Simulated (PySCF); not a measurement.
# Tm⁵¹⁺ (thulium, charge +51): Hartree-Fock from Schrödinger to Dirac-Coulomb-Breit

Occupied: 1s1/2, 2s1/2, 2p1/2, 2p3/2, 3s1/2, 3p1/2, 3p3/2. Hartree-Fock calculated with PySCF 2.14 in an uncontracted even-tempered set (17 s from 6 bohr⁻², ratio 2.7; 14 p from 7.2 bohr⁻², ratio 2.7), Gaussian nucleus throughout. NR is non-relativistic, sf-X2C the spin-free one-electron X2C Hamiltonian, X2C adds the bare one-electron spin-orbit term, X2C-SNSO screens it by Boettger's factors, DC is four-component Dirac-Coulomb, and the Gaunt and Breit terms are added at first order (total energies over the DC spinors, levels after relaxing the spinors in that mean field). QED terms are absent. Levels marked empty are virtual spinors of this ion; the basis has s and p functions only, so 3d, which can lie below the n = 4 levels, is absent.

```json
{"Hamiltonian": "NR", "E (hartree)": "-10451.3651"}
{"Hamiltonian": "sf-X2C", "E (hartree)": "-11053.1422"}
{"Hamiltonian": "X2C", "E (hartree)": "-11065.5864"}
{"Hamiltonian": "X2C-SNSO", "E (hartree)": "-11064.8294"}
{"Hamiltonian": "DC", "E (hartree)": "-11069.4491"}
{"Hamiltonian": "DC+Gaunt", "E (hartree)": "-11056.2079"}
{"Hamiltonian": "DC+Breit", "E (hartree)": "-11057.4967"}
```

```
   level (eV)        NR    sf-X2C       X2C  X2C-SNSO        DC  DC+Gaunt  DC+Breit
        1s1/2  -59046.7  -63200.2  -63186.1  -63187.0  -63257.8  -63058.3  -63073.3
        2s1/2  -12455.5  -13601.0  -13596.9  -13597.1  -13606.7  -13584.8  -13586.5
        2p1/2  -12064.3  -12421.1  -13153.3  -13128.8  -13133.9  -13098.3  -13101.8
        2p3/2  -12064.3  -12421.1  -12118.0  -12126.4  -12133.9  -12109.6  -12113.0
        3s1/2   -4917.7   -5258.6   -5257.4   -5257.5   -5259.8   -5254.6   -5255.2
        3p1/2   -4753.7   -4889.1   -5073.5   -5067.4   -5068.7   -5060.0   -5061.1
        3p3/2   -4753.7   -4889.1   -4811.6   -4813.7   -4815.4   -4809.4   -4810.5
4s1/2 (empty)   -2518.6   -2646.6   -2646.3   -2646.3   -2647.1   -2645.2   -2645.5
4p1/2 (empty)   -2455.6   -2513.5   -2579.9   -2577.7   -2578.2   -2575.0   -2575.4
4p3/2 (empty)   -2455.6   -2513.5   -2485.7   -2486.4   -2487.0   -2484.8   -2485.2
```

Q: How large are the two-electron picture-change error of X2C and the Breit correction in the total energy?

A: X2C-1e lies 3.8628 hartree above Dirac-Coulomb; Gaunt adds 13.2412 and the full Breit term 11.9524 hartree.

```
interval (eV)    X2C  X2C-SNSO      DC  DC+Gaunt  DC+Breit
2p3/2 − 2p1/2   1035      1002  1000.0     988.8     988.8
3p3/2 − 3p1/2  261.9     253.7   253.3     250.6     250.6
4p3/2 − 4p1/2  94.22     91.24   91.19     90.18     90.18
```

Weight of the small component: 1s1/2 0.0669, 2s1/2 0.0153, 2p1/2 0.0152, 2p3/2 0.0140, 3s1/2 0.00572, 3p1/2 0.00562, 3p3/2 0.00530, 4s1/2 0.00261, 4p1/2 0.00265, 4p3/2 0.00250.

Koopmans' value for the highest occupied level at DC+Breit: 4810.5 eV, against an ionisation energy of 4812 ± 4 eV (theoretical estimate listed by NIST; NIST Atomic Spectra Database, ionization energies); the former lacks relaxation, correlation, QED and recoil.

The whole ladder took 140 s of wall time on 1 thread of Neoverse-N1 (shared host), launched as `OMP_NUM_THREADS=1 python relrun2.py TASK.json OUT` (a driver that calls PySCF for each Hamiltonian).

Dirac-Coulomb iterations, started from the X2C spinors:

```
with_ssss True, with_gaunt False, with_breit False
light speed = 137.03599967994
init E= -11008.6937768452
cycle= 1 E= -11069.4471533873  delta_E= -60.8  |g|= 2.73  |ddm|= 0.191
cycle= 2 E= -11069.4491432169  delta_E= -0.00199  |g|= 0.0449  |ddm|= 0.0165
cycle= 3 E= -11069.4491468589  delta_E= -3.64e-06  |g|= 0.00181  |ddm|= 0.00109
cycle= 4 E= -11069.4491468655  delta_E= -6.62e-09  |g|= 9.1e-06  |ddm|= 4.26e-05
```
